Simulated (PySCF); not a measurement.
Gas-phase equilibrium of 1 mol ZnCl2, 11 mol H2O at 600 K and 1.00 bar, among 18 species (ClO, O2, HCl, O, HO2, Zn, H2O, H, Zn(OH)2, HOCl, H2O2, O3, H2, ZnH2, ZnCl2, Cl, Cl2, OH). Only gases are allowed; each row takes one source of thermochemistry for all species, and Cantera finds the minimum.

Energies from PySCF, thermal terms from the rigid-rotor harmonic-oscillator model, ideal gas at 1 bar. † marks an energy on the PBE0/def2-TZVP geometry and frequencies. The species in the table below are closed-shell singlets. Zn: all electrons, no relativistic terms. No R ln 2 is added for the mirror-image form of Zn(OH)2. Zn(OH)2: computed as isolated molecules; such fragments, hydroxides, amides, oligomers or adducts are transient or little studied in the gas. The harmonic model lacks anharmonicity and excited electronic states, which grow with temperature; levels with a mode under 35 cm⁻¹ are left out. Soft modes under 120 cm⁻¹ make the harmonic entropy rough for ZnCl2.

Molecules larger than those listed are left out. Table species left out: Zn+.

Mole fractions:

| thermochemistry | x H2O | x ZnCl2 | x HCl | x Zn(OH)2 |
|---|---|---|---|---|
| M06-2X/def2-TZVP† | 0.92 | 0.083 | 3.0e-6 | 1.5e-6 |
| PBE/def2-TZVP† | 0.92 | 0.083 | 2.2e-5 | 1.1e-5 |
| PBE0/def2-QZVP† | 0.92 | 0.083 | 3.9e-6 | 1.9e-6 |
| PBE0/def2-SVP† | 0.92 | 0.083 | 4.5e-6 | 2.2e-6 |
The most sensitive of these is HCl: it spans a factor of 10^0.9 over these rows; at this temperature one factor of ten is RT ln 10 = 11 kJ/mol.
